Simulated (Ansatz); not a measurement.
# Relative stability

The two ends of one reaction step of InH4O2F, closed shell (PBE0-D4/def2-TZVP).

A:

In1  (-0.137, -0.504, -0.352)
H2  (1.311, -1.374, -0.067)
O3  (-0.489, 0.677, -1.901)
O4  (-1.834, -0.732, 0.641)
H5  (1.729, 1.146, 1.552)
F6  (0.891, 1.326, 1.205)
H7  (0.281, 0.795, -2.461)
H8  (-1.753, -1.335, 1.383)
(Å)

B:

```
8
angstrom
In -0.5666 0.2360 -0.1684
H 1.7973 -1.0122 0.3875
O -0.1748 0.4038 -2.0797
O -1.6499 -1.1400 0.7079
H 1.8425 -0.3671 0.7701
F 0.1187 1.6623 0.9843
H 0.3501 1.1903 -2.2543
H -1.7174 -0.9731 1.6525
```

Computed with Ansatz 0.2.0 (basis: def2-TZVPP); correlated methods freeze the cores. Filled d shells of the heavier atoms are correlated. Core potentials replace the inner electrons of the atoms past krypton. The def2 sets are not built for correlating such inner shells, so the correlated values are less sure here. B3LYP uses VWN-RPA correlation.

Task: Which structure is lower at CCSD(T), and by how much? (To be estimated.)

Result: The calculation gives: B, by 0.147 eV (electronic energy, against the other). By their contacts, A is a complex of InH₃O₂ ([OH][InH][OH]) + HF and B is a complex of InH₂O₂F ([OH][In]([OH])[F]) + H₂.

All methods give the same order:

```json
{"method": "SPW92", "E(B) − E(A) (eV)": "-0.038"}
{"method": "PBE-D4", "E(B) − E(A) (eV)": "-0.231"}
{"method": "BLYP-D4", "E(B) − E(A) (eV)": "-0.321"}
{"method": "r2SCAN-D4", "E(B) − E(A) (eV)": "-0.245"}
{"method": "B97M-V", "E(B) − E(A) (eV)": "-0.178"}
{"method": "PBE0-D4", "E(B) − E(A) (eV)": "-0.142"}
{"method": "B3LYP-D4", "E(B) − E(A) (eV)": "-0.231"}
{"method": "r2SCAN0-D4", "E(B) − E(A) (eV)": "-0.153"}
{"method": "BHLYP-D4", "E(B) − E(A) (eV)": "-0.164"}
{"method": "CAM-B3LYP-D4", "E(B) − E(A) (eV)": "-0.193"}
{"method": "wB97X-V", "E(B) − E(A) (eV)": "-0.217"}
{"method": "wB97M-V", "E(B) − E(A) (eV)": "-0.161"}
{"method": "B2PLYP", "E(B) − E(A) (eV)": "-0.229"}
{"method": "PBE-QIDH", "E(B) − E(A) (eV)": "-0.138"}
{"method": "RPA on PBE", "E(B) − E(A) (eV)": "-0.167"}
{"method": "HF", "E(B) − E(A) (eV)": "-0.142"}
{"method": "MP2", "E(B) − E(A) (eV)": "-0.184"}
{"method": "CCSD", "E(B) − E(A) (eV)": "-0.114"}
{"method": "CCSD(T)", "E(B) − E(A) (eV)": "-0.147"}
```

No T1 diagnostic of these runs exceeds 0.017.

Labels in which every atom is bracketed show which atoms are joined, not bond orders.

For scale, one of the runs: CCSD(T)/def2-TZVPP, 199 basis functions, launched by `ansatz run in.yaml --threads 4 --pin off --events-out ev --progress --plain --max-ram 9574MiB`. The run took 86 s on 4 CPU threads of an Arm Neoverse V1 (shared host), with 2.9 GiB of host memory at its peak.
